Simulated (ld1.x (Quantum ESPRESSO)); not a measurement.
Which change was made? (B, TM semilocal)

```
Element                 : boron (B)
Generator               : ld1.x (Quantum ESPRESSO) 7.5
Type                    : norm-conserving Troullier–Martins (semilocal form)
Functional              : PBEsol
Relativity              : scalar-relativistic
Frozen core             : [He]
Valence charge          : 3
Reference configuration : 2s1.5 2p0 (charge +1.5)
Partial waves           : 2s (bound): rc 1.15 bohr; 2p (bound, empty): rc 3.25 bohr
Local potential         : the p channel
Core correction         : Bessel-smoothed model core, default radius (core density twice the valence density)
```

Cutoffs, loose and tight: the cutoffs (Ry, on a coarse ladder) from which the occupation-weighted sum of valence levels, in a spherical-Bessel basis at the reference potential, stays within 10 and 1 mRy of its value at 400 Ry. They do not see the model core or the augmentation charge, which bear on the density cutoff. Test errors are all-electron minus pseudo excitation energies from the reference, over the configurations 2s2 2p1; 2s2 2p0; 2s1 2p0; 2s0 2p3; 2s1 2p1; 2s2 2p0.5; 2s1 2p2; variants that change the core or the reference have their own tests.

The base gives: outcome: generated; cutoff, loose: 21 Ry; cutoff, tight: 60 Ry; bound ghosts: none; largest test error (meV): +398.

Task: After one change the result is: outcome: generated; cutoff, loose: 21 Ry; cutoff, tight: 60 Ry; bound ghosts: none; largest test error (meV): +1108. Which change was it?
A. all radii but the core radius scaled by about 0.90 (s 1.04, p 2.94 bohr)
B. type PAW, which also changes the form from semilocal to separable; waves now 2s (bound): rcut 1.00, rcutus 1.15 bohr; 2s channel at -0.8 Ry: rcut 1.00, rcutus 1.15 bohr; 2p (bound): rcut 2.85, rcutus 3.25 bohr; 2p channel at 0.95 Ry: rcut 2.85, rcutus 3.25 bohr; local potential all-electron potential smoothed inside 1.95 bohr (lloc = -1); augmentation BESSEL, radius 1.00 bohr
C. wave 2p (bound): rc 3.25 bohr becomes 2p (bound): rc 4.22 bohr

Result: C. The others give: all radii but the core radius scaled by about 0.90 (s 1.04, p 2.94 bohr) → outcome: generated; cutoff, loose: 40 Ry; cutoff, tight: 90 Ry; bound ghosts: none; largest test error (meV): +266 | type PAW, which also changes the form from semilocal to separable; waves now 2s (bound): rcut 1.00, rcutus 1.15 bohr; 2s channel at -0.8 Ry: rcut 1.00, rcutus 1.15 bohr; 2p (bound): rcut 2.85, rcutus 3.25 bohr; 2p channel at 0.95 Ry: rcut 2.85, rcutus 3.25 bohr; local potential all-electron potential smoothed inside 1.95 bohr (lloc = -1); augmentation BESSEL, radius 1.00 bohr → outcome: generated; cutoff, loose: 21 Ry; cutoff, tight: 30 Ry; bound ghosts: none; largest test error (meV): +207. In the semilocal form every listed channel keeps its own potential, so the choice of the local channel does not act on these tests. It acts once the file is put into the separable form.
